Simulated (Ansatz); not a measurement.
Input file for Ansatz (a quantum-chemistry and plane-wave program): R-PBE/def2-TZVPP on CH6GaNO (SMILES [CH3][Ga]([NH2])[OH]), a point of a torsion scan.

Ansatz 0.2 input:
```yaml
crystal:
  periodic: [false, false, false]
  atoms:
    - {symbol: C, position_ang: [-1.39160598, -0.90788752, 0.18787278]}
    - {symbol: Ga, position_ang: [0.08181570, 0.42749354, -0.21588401]}
    - {symbol: N, position_ang: [0.07142128, 1.74451310, -1.49489122]}
    - {symbol: O, position_ang: [1.53130410, 0.55664208, 0.73783289]}
    - {symbol: H, position_ang: [-1.54464484, -0.97339934, 1.26587020]}
    - {symbol: H, position_ang: [-1.11420716, -1.89574489, -0.18060329]}
    - {symbol: H, position_ang: [-2.32048575, -0.60409565, -0.28930385]}
    - {symbol: H, position_ang: [-0.45092756, 1.64344455, -2.35649123]}
    - {symbol: H, position_ang: [0.96517354, 2.17834723, -1.69977217]}
    - {symbol: H, position_ang: [1.83752605, 0.11087976, 1.52244437]}
basis:
  gaussian:
    orbitals: def2-TZVPP
hamiltonian:
  xc: {name: PBE}
scf: {lower_state_search: off}
```

Problem. Predict the final total energy.

Solution. -2096.1802 hartree.
